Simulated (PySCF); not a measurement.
Calculated NMR parameters of CO[C@@H](C#N)[SiH2]C=C=O

| Quantity | Value |
| --- | --- |
| Formula | C5H7NO2Si |
| SMILES | CO[C@@H](C#N)[SiH2]C=C=O |
| InChI | InChI=1S/C5H7NO2Si/c1-8-5(4-6)9-3-2-7/h3,5H,9H2,1H3/t5-/m1/s1 |
| Point group of the computed structure | C1 |
| Degrees of unsaturation | 4 |
| Carbon signals | 5 |
| Proton signals | 5 |

Numbering as in the mapped SMILES `[CH3:1][O:2][C@@H:3]([C:4]#[N:5])[SiH2:6][CH:7]=[C:8]=[O:9]`. Hydrogens are named by the atom that carries them. Ha(Si6) is pro-R; Hb(Si6) is pro-S.

- PBE0/pcSseg-1 with gauge-including orbitals
- GFN2-xTB structure
- run in PySCF 2.14
- relativity neglected, one averaged value for each set of equivalent atoms, a single conformation, no solvent model

Chemical shifts δ = σref − σ; 1H (σ = 31.72 ppm) and 13C (σ = 186.93 ppm) and 29Si (σ = 349.16 ppm) vs TMS; 15N (σ = 267.73 ppm) vs NH3; 17O (σ = 336.08 ppm) against H2O, all at this level.

| carbon | δC, type | δH (multiplicity) | HMBC from (2–3 bonds) | span of the C tensor (ppm) |
| --- | --- | --- | --- | --- |
| C1 | 61.9, CH3 | 3.67 (s) | H(C3) | 95 |
| C3 | 59.4, CH | 3.65 (m) | Hb(Si6), Ha(Si6), H(C1), H(C7) | 75 |
| C4 | 121.2, C | – | Hb(Si6), Ha(Si6), H(C3) | 346 |
| C7 | -6.8, CH | 1.52 (m) | Hb(Si6), Ha(Si6), H(C3) | 77 |
| C8 | 182.3, C | – | Hb(Si6), Ha(Si6), H(C7) | 287 |

Other nuclei:
```
  atoms  nucleus                          environment  δ (ppm)  σ (ppm)
Hb(Si6)       1H  hydrogen on a silicon bonded to 2 C     4.88    26.84
Ha(Si6)       1H  hydrogen on a silicon bonded to 2 C     4.73    26.98
    Si6     29Si           silicon bonded to 2 C, 2 H    -37.6    386.7
     N5      15N                     nitrile nitrogen    316.5    -48.7
     O9      17O                      carbonyl oxygen    314.7     21.4
     O2      17O                         ether oxygen     21.7    314.4
```

- Carbon types of the structure: 2 × C, 2 × CH, 1 × CH3, leaving 2 H on heteroatoms.
- δC 182.3: central carbon of a ketene.
- δC 121.2: nitrile carbon; C≡N carbons fall here, among the sp2 signals but without a proton.
- δC 61.9: methyl carbon bonded to O; deshielded by the electronegative neighbour.
- δC 59.4: sp3 CH bonded to O and Si, α to a nitrile; deshielded by the electronegative neighbour.
- δH 3.65: hydrogen on an sp3 CH bonded to O and Si, α to a nitrile; its carbon carries O, an electronegative neighbour.

Shifts are as computed. Against solution values, carbons near 30 ppm lie about +3 ppm off and those near 130 ppm about +5 ppm. Of 1309 compounds with measured shifts, 239 miss one by over three times the rms of a fit or turn the order of signals round; such compounds aren't used in these exercises. Unscaled 17O shifts of doubly bonded oxygen tend to come out too high, by tens of ppm or more. Experimental scales use liquid or dissolved standards, which lie at an offset from isolated NH3 (liquid NH3: subtract about 20 ppm) and H2O (liquid H2O: subtract about 36 ppm). Unscaled 15N shifts of sp2 nitrogen come out 20 to 40 ppm too high even then. Multiplicities follow the n + 1 count of equivalent neighbours, as no J values were calculated; m marks all less simple cases, F and P coupling included.
